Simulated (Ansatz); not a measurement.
Wavefunction ladder for CHBrClF (`FC(Cl)Br`)

Z-matrix (Å, degrees):
```
C
F 1 1.339
Br 1 1.934 2 109.3
Cl 1 1.753 2 109.8 3 -123.0
H 1 1.087 2 109.9 3 117.4
```

The species carries charge 0 and has multiplicity 1. Correlated methods include outer-core shells of Br, which these sets cover unevenly. Scalar relativity is left out up to krypton. All single points use the PBE0-D4/def2-TZVP geometry. Frozen core, restricted reference, the Gaussian-basis code of Ansatz.

```
     basis      HF (Eh)  MP2 corr.
  def2-SVP  -3169.20625   -0.68710
def2-TZVPP  -3169.85625   -0.88170
def2-QZVPP  -3169.92448   -1.25468
```

(1) Estimate the CCSD correlation energy and the (T) correction in each basis where they were run (hartree).

Results:

(1) 
```
     basis  CCSD corr.       (T)
  def2-SVP    -0.70832  -0.01684
def2-TZVPP    -0.90476  -0.03459
```
